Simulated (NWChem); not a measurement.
System: CH6OSi2; SMILES C1[SiH2]O[SiH2]1

Parts of the log:

```
             Northwest Computational Chemistry Package (NWChem) 7.3.0
             --------------------------------------------------------

                             Geometry "geometry" -> ""
                             -------------------------

 Output coordinates in angstroms (scale by  1.889725989 to convert to a.u.)

  No.       Tag          Charge          X              Y              Z
 ---- ---------------- ---------- -------------- -------------- --------------
    1 C                    6.0000     0.00000000     0.00000000     1.32803900
    2 Si                  14.0000     1.26006400     0.00000000    -0.09242100
    3 O                    8.0000     0.00000000     0.00000000    -1.23325800
    4 Si                  14.0000    -1.26006400     0.00000000    -0.09242100
    5 H                    1.0000     0.00000000    -0.89616400     1.96658800
    6 H                    1.0000     0.00000000     0.89616400     1.96658800
    7 H                    1.0000     2.11480000     1.21766700    -0.20189000
    8 H                    1.0000     2.11480000    -1.21766700    -0.20189000
    9 H                    1.0000    -2.11480000    -1.21766700    -0.20189000
   10 H                    1.0000    -2.11480000     1.21766700    -0.20189000

 Effective nuclear repulsion energy (a.u.)     228.8432498348

                              NWChem Property Module
                              ----------------------

  itol2e modified to match energy
  convergence criterion.

                                 NWChem DFT Module
                                 -----------------

 Summary of "ao basis" -> "ao basis" (spherical)
 ------------------------------------------------------------------------------
       Tag                 Description            Shells   Functions and Types
 ---------------- ------------------------------  ------  ---------------------
 C                           6-31g*                  6       14   3s2p1d
 Si                          6-31g*                  8       18   4s3p1d
 O                           6-31g*                  6       14   3s2p1d
 H                           6-31g*                  2        2   2s

  itol2e modified to match energy
  convergence criterion.

            General Information
            -------------------
          SCF calculation type: DFT
          Wavefunction type:  closed shell.
          No. of atoms     :    10
          No. of electrons :    48
           Alpha electrons :    24
            Beta electrons :    24
          Charge           :     0
          Spin multiplicity:     1
          Use of symmetry is: off; symmetry adaption is: off
          Maximum number of iterations: 150
          AO basis - number of functions:    76
                     number of shells:    40
          Convergence on energy requested:  1.00D-07
          Convergence on density requested:  1.00D-05
          Convergence on gradient requested:  5.00D-04

              XC Information
              --------------
                         B3LYP Method XC Potential
                     Hartree-Fock (Exact) Exchange  0.200
                        Slater Exchange Functional  0.800 local
                    Becke 1988 Exchange Functional  0.720 non-local
              Lee-Yang-Parr Correlation Functional  0.810
                  VWN I RPA Correlation Functional  0.190 local

             Grid Information
             ----------------
          Grid used for XC integration:  fine
          Radial quadrature: Mura-Knowles
          Angular quadrature: Lebedev.
          Tag              B.-S. Rad. Rad. Pts. Rad. Cut. Ang. Pts.
          ---              ---------- --------- --------- ---------
          C                   0.70       70           8.0       590
          Si                  1.10      123          10.0       770
          O                   0.60       70           9.0       590
          H                   0.35       60          12.0       590
          Grid pruning is: on
          Number of quadrature shells:   746
          Spatial weights used:  Erf1

      Superposition of Atomic Density Guess
      -------------------------------------

 Sum of atomic energies:        -693.03861666

      Non-variational initial energy
      ------------------------------

 Total energy =    -694.838264
 1-e energy   =   -1413.038381
 2-e energy   =     489.356867
 HOMO         =      -0.331848
 LUMO         =       0.011960

   convergence    iter        energy       DeltaE   RMS-Dens  Diis-err
 ---------------- ----- ----------------- --------- --------- ---------
 d= 0,ls=0.0,diis     1   -695.9035470532 -9.25D+02  1.90D-02  6.74D-01
 d= 0,ls=0.0,diis     2   -695.7930415546  1.11D-01  1.20D-02  1.90D+00
 d= 0,ls=0.0,diis     3   -695.9817093075 -1.89D-01  1.86D-03  3.00D-02
 d= 0,ls=0.0,diis     4   -695.9840630184 -2.35D-03  8.23D-04  5.61D-03
 d= 0,ls=0.0,diis     5   -695.9847962427 -7.33D-04  1.98D-04  2.65D-04
  Resetting Diis
 d= 0,ls=0.0,diis     6   -695.9848313695 -3.51D-05  5.08D-05  1.04D-05
 d= 0,ls=0.0,diis     7   -695.9848329602 -1.59D-06  1.28D-05  2.33D-07
 d= 0,ls=0.0,diis     8   -695.9848329622 -2.08D-09  6.44D-06  2.80D-07

         Total DFT energy =     -695.984832962246
      One electron energy =    -1416.609586213943
           Coulomb energy =      550.034318758369
    Exchange-Corr. energy =      -58.252815341507
 Nuclear repulsion energy =      228.843249834835

 Numeric. integr. density =       48.000007907776

                       DFT Final Molecular Orbital Analysis
                       ------------------------------------

 Vector   22  Occ=2.000000D+00  E=-3.114828D-01
              MO Center= -2.2D-08,  2.7D-09, -2.6D-01, r^2= 2.6D+00
   Bfn.  Coefficient  Atom+Function         Bfn.  Coefficient  Atom+Function
  ----- ------------  ---------------      ----- ------------  ---------------
    37      0.486556   3 O  pz               41      0.347552   3 O  pz
     5      0.324783   1 C  pz                6     -0.189437   1 C  s
     9      0.182257   1 C  pz               23     -0.166287   2 Si pz
    55     -0.166287   4 Si pz               66      0.100934   5 H  s
    68      0.100934   6 H  s                65      0.097198   5 H  s

 Vector   23  Occ=2.000000D+00  E=-2.944756D-01
              MO Center=  7.2D-09, -3.6D-09, -6.9D-01, r^2= 3.6D+00
   Bfn.  Coefficient  Atom+Function         Bfn.  Coefficient  Atom+Function
  ----- ------------  ---------------      ----- ------------  ---------------
    36      0.469397   3 O  py               40      0.367662   3 O  py
    70     -0.218799   7 H  s                72      0.218799   8 H  s
    74      0.218799   9 H  s                76     -0.218799  10 H  s
    69     -0.135615   7 H  s                71      0.135615   8 H  s
    73      0.135615   9 H  s                75     -0.135615  10 H  s

 Vector   24  Occ=2.000000D+00  E=-2.914704D-01
              MO Center=  3.5D-08,  7.7D-09,  6.9D-01, r^2= 3.1D+00
   Bfn.  Coefficient  Atom+Function         Bfn.  Coefficient  Atom+Function
  ----- ------------  ---------------      ----- ------------  ---------------
     3      0.415555   1 C  px                7      0.269056   1 C  px
    21     -0.197183   2 Si px               53     -0.197183   4 Si px
    23      0.192349   2 Si pz               55     -0.192349   4 Si pz
    24      0.159633   2 Si s                56     -0.159633   4 Si s
    70     -0.128943   7 H  s                72     -0.128944   8 H  s

 Vector   25  Occ=0.000000D+00  E=-1.138007D-02
              MO Center= -6.5D-08, -6.5D-10, -4.2D-02, r^2= 5.8D+00
   Bfn.  Coefficient  Atom+Function         Bfn.  Coefficient  Atom+Function
  ----- ------------  ---------------      ----- ------------  ---------------
    27      0.588045   2 Si pz               59      0.588045   4 Si pz
    38      0.551042   3 O  s                 6     -0.485609   1 C  s
    23      0.323422   2 Si pz               55      0.323422   4 Si pz
    24      0.209301   2 Si s                56      0.209301   4 Si s
     9      0.178382   1 C  pz               25      0.157859   2 Si px

 Vector   26  Occ=0.000000D+00  E= 4.606225D-02
              MO Center= -1.8D-07,  5.9D-09,  1.5D-01, r^2= 6.1D+00
   Bfn.  Coefficient  Atom+Function         Bfn.  Coefficient  Atom+Function
  ----- ------------  ---------------      ----- ------------  ---------------
     6      1.443230   1 C  s                25      0.857485   2 Si px
    57     -0.857485   4 Si px               38      0.395768   3 O  s
    66     -0.329856   5 H  s                68     -0.329856   6 H  s
    70     -0.298474   7 H  s                72     -0.298474   8 H  s
    74     -0.298474   9 H  s                76     -0.298474  10 H  s

 Vector   27  Occ=0.000000D+00  E= 6.011287D-02
              MO Center=  7.0D-08,  2.0D-10,  2.3D-01, r^2= 7.3D+00
   Bfn.  Coefficient  Atom+Function         Bfn.  Coefficient  Atom+Function
  ----- ------------  ---------------      ----- ------------  ---------------
    27      0.791970   2 Si pz               59     -0.791970   4 Si pz
    25      0.784565   2 Si px               57      0.784565   4 Si px
    39      0.346685   3 O  px                7     -0.309008   1 C  px
    24     -0.279284   2 Si s                56      0.279284   4 Si s
    35      0.237804   3 O  px                3     -0.180647   1 C  px

     Multipole analysis of the density
     ---------------------------------

     L   x y z        total         alpha         beta         nuclear
     -   - - -        -----         -----         ----         -------
     0   0 0 0     -0.000000    -24.000000    -24.000000     48.000000

     1   1 0 0     -0.000000     -0.000000     -0.000000      0.000000
     1   0 1 0     -0.000000     -0.000000     -0.000000      0.000000
     1   0 0 1      0.771960      1.670996      1.670996     -2.570031

     2   2 0 0    -28.959859   -125.802203   -125.802203    222.644547
     2   1 1 0      0.000000      0.000000      0.000000      0.000000
     2   1 0 1      0.000000      0.000000      0.000000      0.000000
     2   0 2 0    -29.622393    -28.268880    -28.268880     26.915367
     2   0 1 1      0.000000      0.000000      0.000000      0.000000
     2   0 0 2    -30.661896    -70.480088    -70.480088    110.298281

          -----------------------------------------
          Chemical Shielding Tensors (GIAO, in ppm)
          -----------------------------------------

                                NWChem CPHF Module
                                ------------------

  scftype          =     RHF
  nclosed          =       24
  nopen            =        0
  variables        =     1248
  # of vectors     =        3
  tolerance        = 0.10D-03
  level shift      = 0.00D+00
  max iterations   =       50
  max subspace     =       30

 SCF residual:    2.3428656014317864E-004

Iterative solution of linear equations
  No. of variables     1248
  No. of equations        3
  Maximum subspace       30
        Iterations       50
       Convergence  1.0D-04

   iter   nsub   residual    time
   ----  ------  --------  ---------
     1      3    7.88D-01      37.3
     2      6    1.42D-02      41.2
     3      9    6.24D-04      45.2
     4     12    2.23D-05      49.1

      Atom:    1  C
        Diamagnetic
    254.2305     -0.0000     -0.0000
     -0.0000    235.3671     -0.0000
     -0.0000     -0.0000    248.4748

        Paramagnetic
    -55.5412     -0.0000      0.0000
     -0.0000    -90.3205      0.0000
      0.0000      0.0000    -46.6448

        Total Shielding Tensor
    198.6893     -0.0000     -0.0000
     -0.0000    145.0467      0.0000
     -0.0000      0.0000    201.8300

           isotropic =     181.8553
          anisotropy =      29.9620

          Principal Components and Axis System
                 1           2           3
              201.8300    198.6893    145.0467

      1        -0.0000      1.0000      0.0000
      2         0.0000     -0.0000      1.0000
      3         1.0000      0.0000     -0.0000

      Atom:    2  Si
        Diamagnetic
    885.8748     -0.0000      1.7732
     -0.0000    876.2055      0.0000
      1.7732      0.0000    881.0737

        Paramagnetic
   -495.2630      0.0000     34.4664
      0.0000   -541.7385      0.0000
     34.4664      0.0000   -442.2862

        Total Shielding Tensor
    390.6117      0.0000     36.2396
      0.0000    334.4669      0.0000
     36.2396      0.0000    438.7876

           isotropic =     387.9554
          anisotropy =     105.3885

          Principal Components and Axis System
                 1           2           3
              458.2144    371.1849    334.4669

      1         0.4725      0.8814     -0.0000
      2         0.0000      0.0000      1.0000
      3         0.8814     -0.4725      0.0000

      Atom:    3  O
        Diamagnetic
    409.9655     -0.0000     -0.0000
     -0.0000    366.7451      0.0000
     -0.0000      0.0000    386.8363

        Paramagnetic
   -236.5266     -0.0000      0.0000
     -0.0000   -107.9172      0.0000
      0.0000      0.0000    -41.4928

        Total Shielding Tensor
    173.4389     -0.0000      0.0000
     -0.0000    258.8279      0.0000
      0.0000      0.0000    345.3435

           isotropic =     259.2034
          anisotropy =     129.2101

          Principal Components and Axis System
                 1           2           3
              345.3435    258.8279    173.4389

      1         0.0000     -0.0000      1.0000
      2         0.0000      1.0000      0.0000
      3         1.0000     -0.0000     -0.0000

      Atom:    4  H
        Diamagnetic
     23.6497     -0.0000     -0.0000
     -0.0000     30.0524     -8.9515
     -0.0000     -8.9515     31.3156

        Paramagnetic
      3.6828     -0.0000      0.0000
     -0.0000      1.8566      4.7559
      0.0000      4.7559      1.7045

        Total Shielding Tensor
     27.3326     -0.0000     -0.0000
     -0.0000     31.9091     -4.1956
     -0.0000     -4.1956     33.0201

           isotropic =      30.7539
          anisotropy =       8.9144

          Principal Components and Axis System
                 1           2           3
               36.6968     28.2324     27.3326

      1        -0.0000     -0.0000      1.0000
      2        -0.6591      0.7521      0.0000
      3         0.7521      0.6591      0.0000

      Atom:    5  H
        Diamagnetic
     31.4749      7.6628     -0.5152
      7.6628     32.7047     -0.6745
     -0.5152     -0.6745     24.3722

        Paramagnetic
     -3.2230     -4.0493      0.5593
     -4.0493     -6.5280      0.3025
      0.5593      0.3025      0.0118

        Total Shielding Tensor
     28.2518      3.6134      0.0441
      3.6134     26.1766     -0.3720
      0.0441     -0.3720     24.3839

           isotropic =      26.2708
          anisotropy =       7.0624

          Principal Components and Axis System
                 1           2           3
               30.9791     24.4806     23.3527

      1         0.7977      0.2031     -0.5679
      2         0.6024     -0.2236      0.7662
      3        -0.0286      0.9533      0.3007
```

Level: B3LYP/6-31G* (spherical d), GIAO. Structure relaxed at the PBE0/def2-SVP level. The output numbers the shielded atoms by their place in the input's list. The printed shielding anisotropy is the first printed principal value minus the mean of the other two.

Problem. Reconstruct the input file.

Solution. This is not unique; one that fits is the input that was run:
```
start job
memory heap 200 mb stack 900 mb global 1100 mb
geometry units angstroms noautosym nocenter noautoz
  C      0.000000     0.000000     1.328039
  Si     1.260064     0.000000    -0.092421
  O      0.000000     0.000000    -1.233258
  Si    -1.260064     0.000000    -0.092421
  H      0.000000    -0.896164     1.966588
  H      0.000000     0.896164     1.966588
  H      2.114800     1.217667    -0.201890
  H      2.114800    -1.217667    -0.201890
  H     -2.114800    -1.217667    -0.201890
  H     -2.114800     1.217667    -0.201890
end
basis spherical
  C library 6-31g*
  Si library 6-31g*
  O library 6-31g*
  H library 6-31g*
end
dft
  xc b3lyp
  iterations 150
end
property
  shielding 5 1 2 3 5 7
end
task dft property
```
